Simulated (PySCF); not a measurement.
Compound: C2H10AsBN2.
SMILES: `CN(C)B(N)[AsH2]`

A linear-response calculation (PySCF, def2-SVPD basis, gas phase, vertical, core orbitals frozen in the response) gave these numbers; the functional is withheld.

Orbital energies (eV): HOMO-3 -8.80, HOMO-2 -8.08, HOMO-1 -6.64, HOMO -6.24, LUMO -0.12, LUMO+1 0.57, LUMO+2 0.66.

```tsv
state	E (eV)	f	main configurations (H = HOMO, L = LUMO)
S1	5.27	0.034	H→L (98%)
S2	5.67	0.012	H-1→L (93%)
S3	5.95	0.0027	H→L+1 (85%), H→L+2 (10%)
S4	6.11	0.038	H→L+2 (84%), H→L+1 (9%)
S5	6.28	0.023	H→L+3 (46%), H-1→L+1 (45%)
S6	6.33	0.020	H→L+3 (46%), H-1→L+1 (40%)
```

Triplets (Tamm–Dancoff): T1 5.09 eV, H→L (82%); T2 5.32 eV, H-1→L+1 (35%), H→L+1 (31%), H-1→L (20%); T3 5.37 eV, H-1→L (50%), H-1→L+2 (16%), H→L+2 (11%); T4 5.56 eV, H→L+2 (31%), H→L+4 (18%), H→L+1 (18%).

Vertical ionisation energy by ΔSCF with the same functional: 8.16 eV. Mean static polarisability: 92.4 au.

Question: Which of these was used?
A. PBE
B. HF
C. wB97X-D
D. B3LYP

Answer: D. B3LYP is a global hybrid with 20% exact exchange. In this run −ε(HOMO) = 6.24 eV differs from the ΔSCF value by -1.92 eV, and S1 differs from the orbital gap of 6.12 eV by -0.85 eV. The ratio −ε(HOMO)/IP is 0.77. Usual ranges for neutral molecules in this basis: 0.67 to 0.83 with B3LYP, 0.5 to 0.7 with PBE, 0.89 to 0.99 with wB97X-D; Hartree–Fock can't fall below 1, since the ion's relaxation only lowers the ΔSCF value. The other options: PBE, a GGA without exact exchange; HF, time-dependent Hartree–Fock, 100% exact exchange; wB97X-D, range-separated, 22% exact exchange at short range and 100% at long range (ω = 0.2 bohr⁻¹).

Level of theory: PySCF, TDDFT B3LYP/def2-SVPD, vertical, gas phase, core orbitals frozen in the response. The structure is a single PBE0-D3(BJ)/def2-SVP conformer in the gas phase; no vibrational or solvent corrections. Relativistic effects, spin–orbit coupling among them, are left out although an element past zinc is present.

On one thread of an Arm Neoverse V1 (shared host), this took 2.2 min of wall time.

Conformer computed: `[CH3:1][N:2]([CH3:3])[B:4]([NH2:5])[AsH2:6]`: C1–N2–B4–N5 173°, H–N5–B4–N2 -5°, H–N5–B4–N2 175°, H–As6–B4–N2 -68°, H–As6–B4–N2 -161°.
